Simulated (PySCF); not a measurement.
Isomers C8H6ClFO:

A. `InChI=1S/C8H6ClFO/c1-5-2-3-6(10)4-7(5)8(9)11/h2-4H,1H3`
B. `O1c2c(ccc(F)c2Cl)CC1`
C. SMILES Cc1cc(C(=O)F)ccc1Cl
D. SMILES Cc1ccc(C(=O)Cl)cc1F

Spectrum 1. ¹³C{¹H} NMR (computed): δ 165.4 (C), 154.5 (C), 143.9 (C), 141.5 (CH), 136.8 (CH), 135.5 (CH), 127.9 (C), 23.6 (CH3).

Spectrum 2. ¹³C{¹H} NMR (computed): δ 175.6 (C), 170.5 (C), 141.5 (C), 136.9 (CH), 136.0 (C), 133.2 (CH), 127.5 (CH), 18.1 (CH3).

Spectrum 3. ¹³C{¹H} NMR (computed): δ 176.1 (C), 170.5 (C), 147.4 (C), 138.3 (CH), 135.2 (C), 129.9 (CH), 128.9 (CH), 26.4 (CH3).

Spectrum 4. ¹³C{¹H} NMR (computed): δ 168.8 (C), 166.1 (C), 127.3 (CH), 127.2 (C), 114.8 (C), 113.0 (CH), 74.0 (CH2), 33.6 (CH2).

[PySCF: NMR shieldings at PBE0/pcSseg-1/GIAO; geometry from GFN2-xTB; averaged over atoms made equivalent by symmetry, fast rotation or ring inversion; gas phase; a single conformation; non-relativistic Hamiltonian]

Shifts are taken against calculated references (same method and geometry level): TMS for ¹³C (σ = 186.93 ppm). Splittings of carbon signals by F and P are missing where no couplings were computed. Shifts are as computed. Against solution values, carbons near 30 ppm lie about +3 ppm off and those near 130 ppm about +5 ppm; carbons on Cl a further +6 ppm. Of 1211 compounds with measured shifts, 218 miss one by over three times the rms of a fit or turn the order of signals round; such compounds aren't used in these exercises. Carbons bonded to Cl come out too deshielded.

**Question.** Match each spectrum to its structure.

**Answer.** 1–C, 2–D, 3–A, 4–B.

- Spectrum 1 (C): 8 ¹³C signals; δC 136.8 is an aromatic CH; δC 135.5 is an aromatic CH.
- Spectrum 2 (D): 8 ¹³C signals; δC 170.5 is an aromatic carbon bearing fluorine; δC 136.9 is an aromatic CH.
- Spectrum 3 (A): 8 ¹³C signals; δC 170.5 is an aromatic carbon bearing fluorine; δC 138.3 is an aromatic CH.
- Spectrum 4 (B): 8 ¹³C signals; δC 168.8 is an aromatic carbon bearing fluorine; δC 166.1 is an aromatic carbon bearing oxygen.
